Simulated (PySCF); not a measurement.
Si(AsH2)(F)2(H) (AsF₂H₃Si), SMILES [AsH2][SiH](F)F. Geometry optimised at PBE0-D3(BJ)/def2-SVP. This is a generated structure with no PubChem entry under its InChIKey; it may be hypothetical.

Method: PBE0-D3(BJ)/def2-SVP in PySCF 2.14.0.

Harmonic wavenumbers (cm⁻¹): 104, 148, 190, 315, 386, 607, 634, 815, 828, 874, 969, 990, 2212, 2225, 2281. Rotational constants (GHz): 6.300, 1.818, 1.526; symmetry number 1.

Work out the zero-point energy and the ideal-gas rigid-rotor harmonic-oscillator thermochemistry at 298.15 K and 1 atm.

ZPE = ½ Σ hcν = ½ × 13578 cm⁻¹ = 19.41 kcal/mol. H − E(el) = 23.83 kcal/mol. Entropy in cal/(mol K): translation 40.81, rotation 27.31, vibration 12.23, total 80.35. G − E(el) = -0.13 kcal/mol. Cp = 21.36 cal/(mol K). Modes under 150 cm⁻¹ make the vibrational entropy uncertain.
